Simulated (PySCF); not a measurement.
Run record: geometry optimisation, `PB[O][SnH3]`.

Method: PBE0-D3(BJ)/def2-SVP geometry optimisation, gas phase, def2 core potentials past Kr (PySCF 2.14.0). Start geometry: GFN2-xTB. The input is one job of a driver script: a line of settings, then coordinates in Å.

Input:
```
{"job": {"xc": "PBE0", "basis": "def2-SVP", "d3": "d3bj", "grid": 1, "maxiter": 30, "shake": 0.01, "kind": "geom"}, "charge": 0, "multiplicity": 1}
P      1.699660     0.666050    -0.059830
B      0.756480    -0.934440    -0.567270
O     -0.550450    -0.990970    -0.383560
Sn    -1.785290     0.429790     0.219250
H      2.965750     0.388990    -0.466940
H      1.900860     0.254740     1.225120
H      1.328040    -1.861080    -1.020860
H     -1.411690     0.818840     1.793440
H     -3.195020    -0.480410     0.077040
H     -1.657900     1.687570    -0.837440
```

Output:
```
step   0  E = -658.91537353  max force = 0.029381
step   1  E = -658.92028236  max force = 0.016599
step   2  E = -658.92373264  max force = 0.003413
step   3  E = -658.92393806  max force = 0.001918
step   4  E = -658.92402422  max force = 0.002477
step   5  E = -658.92420758  max force = 0.002426
step   6  E = -658.92444465  max force = 0.001348
step   7  E = -658.92474995  max force = 0.003378
step   8  E = -658.92497981  max force = 0.001655
step   9  E = -658.92509027  max force = 0.001090
step  10  E = -658.92519733  max force = 0.001019
step  11  E = -658.92525298  max force = 0.000943
step  12  E = -658.92539804  max force = 0.001250
step  13  E = -658.92547271  max force = 0.001202
step  14  E = -658.92556211  max force = 0.000898
step  15  E = -658.92559514  max force = 0.000784
step  16  E = -658.92561720  max force = 0.000342
step  17  E = -658.92561978  max force = 0.000127
optimisation converged
```

Energies in Eh; «max force» is the largest Cartesian gradient component in Eh/bohr.

Task: Give the first gradient maximum in eV/Å.

Result: With 1 Eh/bohr = 51.422 eV/Å, 1.511 eV/Å.

Task: How much energy does the optimisation release, in eV?

Result: E(step 0) − E(last step) = 0.010246 Eh, which is 0.279 eV.

In short: final energy -658.92562 Eh after 17 steps; dipole 3.11 D.

Task: How long does this job take on one thread, Arm Neoverse V2 (aarch64), no GPU, shared host with 96 logical CPUs at a one-minute load of 30? And the peak memory of the process?

Result: About 67 s, with 0.43 GiB resident at the peak, the Python interpreter and its libraries included.
Labels such as C1 count atoms from 1, the log's own numbers from 0.
